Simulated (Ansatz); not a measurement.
Cost and result for the atomization energy of `F[SiH2]B[SiH3]` (10 atoms, 9 bonds).

Cartesian coordinates in Å:
```
F 1.602 -1.657 -0.664
Si 0.381 -0.956 -1.440
B -0.630 0.335 -0.303
Si -0.185 0.795 1.596
H 0.956 -0.268 -2.630
H -0.531 -2.040 -1.902
H -1.531 0.908 -0.848
H 0.839 1.878 1.466
H 0.430 -0.329 2.349
H -1.331 1.334 2.377
```

Charge 0, multiplicity 1. The structure was optimised at the PBE0-D4/def2-TZVP level. It is one conformer, not always the lowest. Program: Ansatz. All runs use 2 threads of an Arm Neoverse V2 on a shared host. Times are those of one run each, without the atoms' runs, and a repeat can differ threefold. Electronic energies, without spin–orbit coupling; frozen cores. CCSD(T)/CBS adds CCSD(T) − MP2 in def2-TZVPP to the MP2 limit, and its time is that of the two runs behind it. T1 = 0.013. HSE06 is the plane-wave form, built on full-range PBE exchange.

CCSD(T)/CBS is a level of theory with its own doubt, some kJ/mol a heavy atom from the limit and from the frozen cores, so smaller differences don't rank the functionals.

```tsv
level	functions	wall time	atomization (kJ/mol)	difference from CCSD(T)/CBS	per bond
revPBE-D4/def2-TZVPP	230	2.9 s	3083.9	-69.5	-7.7
PBE-D4/def2-TZVPP (with forces)	230	3.6 s	3137.9	-15.5	-1.7
CCSD(T)/def2-SVP	94	4 s	2946.8	-206.6	-23.0
PBE0-D4/def2-TZVPP	230	4.1 s	3119.7	-33.7	-3.7
HSE06-D4/def2-TZVPP	230	4.3 s	3120.7	-32.7	-3.6
BHLYP-D4/def2-TZVPP	230	4.5 s	3115.2	-38.2	-4.2
r2SCANh-D4/def2-TZVPP	230	6.5 s	3148.6	-4.8	-0.5
PBE-QIDH/def2-TZVPP	230	8.5 s	3116.1	-37.3	-4.1
ωB97X-V/def2-TZVPP	230	12 s	3179.3	25.9	2.9
B97M-V/def2-TZVPP	230	14 s	3180.3	26.9	3.0
MP2/def2-QZVPP	434	28 s	3129.7	-23.7	-2.6
CCSD(T)/def2-TZVPP	230	120 s	3075.3	-78.1	-8.7
CCSD(T)/CBS(def2)	–	2.5 min	3153.4	0.0	0.0
```

At CCSD(T), def2-SVP lies −206.6 kJ/mol from the extrapolated value and def2-TZVPP −78.1 kJ/mol: correlation converges slowly with the basis, and small sets miss more of it in the bonded molecule than in its fragments. The D4 term adds +30.0 kJ/mol with B3LYP and +15.8 kJ/mol with PBE0; it sums over pairs of atoms, weighted by their polarisabilities, and B3LYP, whose exchange is more repulsive, gets the larger term. From r2SCAN to r2SCAN0 (25 % exact exchange), in def2-TZVPP and without D4, the atomization energy moves by −32.4 kJ/mol: exact exchange takes away binding that semilocal exchange gives to molecules.

B3LYP here is the variant with VWN-RPA as its local correlation; programs differ in this.
